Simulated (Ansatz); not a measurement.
**Energy profile**

The step: Si₂H₆O ([SiH3][O][SiH3]) + NH₃ → Si₂NH₇O ([NH2][SiH2][O][SiH3]) + H₂; bonds formed: Si1–N8, H2–H7; bonds broken: Si1–H2, H7–N8 (atoms numbered as in the saddle structure below).

```
atom    x (Å)    y (Å)    z (Å)
 Si1  -0.9467   0.2701  -0.5655
  H2   0.2843   1.0373   0.7168
  O3  -0.5644  -1.1486   0.1590
 Si4   0.3519  -1.3635   1.5226
  H5  -1.7173  -0.2433  -1.7431
  H6  -1.8401   1.3019   0.0081
  H7   0.7178   1.3203  -0.3554
  N8   0.4691   1.0730  -1.4836
  H9  -0.1655  -0.6140   2.6925
 H10   1.7801  -1.0316   1.2835
 H11   0.2557  -2.8199   1.8077
 H12   0.2505   1.8045  -2.1526
 H13   1.1245   0.4139  -1.8900
```

Electronic energies by CCSD(T) at an estimated basis limit (MP2 extrapolated from triple and quadruple zeta, plus CCSD(T) − MP2 in triple zeta), on PBE0-D4/def2-TZVP structures; Si$_{2}$NH$_{9}$O, closed shell; no counterpoise correction. Program: Ansatz 0.2.0. Basis: def2-TZVPP and def2-QZVPP. Cores are frozen in the correlated methods. Extrapolation: Hartree–Fock as exp(−7.88 √X), correlation as X^−2.97.

Question: Give the profile in kJ/mol, counted from the separated reactants. (To be estimated.)

Answer: The calculation gives:
```
                                                                                                                                               point  kJ/mol
     separated: Si$_{2}$H$_{6}$O (linked as [SiH3][O][SiH3]; Si1, H2, O3, Si4, H5, H6, H9, H10, H11; singlet) + NH$_{3}$ (H7, N8, H12, H13; singlet)     0.0
                                                                                                                                     start structure   -17.7
                                                                                                                                              saddle   166.8
                                                                                                                                       end structure   -51.9
separated: Si$_{2}$NH$_{7}$O (linked as [NH2][SiH2][O][SiH3]; Si1, O3, Si4, H5, H6, N8, H9, H10, H11, H12, H13; singlet) + H$_{2}$ (H2, H7; singlet)   -48.4
```

No T1 diagnostic of these runs exceeds 0.012.

For scale, one of the runs: CCSD(T)/def2-TZVPP, 272 basis functions, launched by `ansatz run in.yaml --threads 8 --pin off --events-out ev --progress --plain --max-ram 19148MiB`. Hardware: 8 CPU threads of an Arm Neoverse V1, shared host. Wall time 94 s; peak host memory 6.9 GiB.
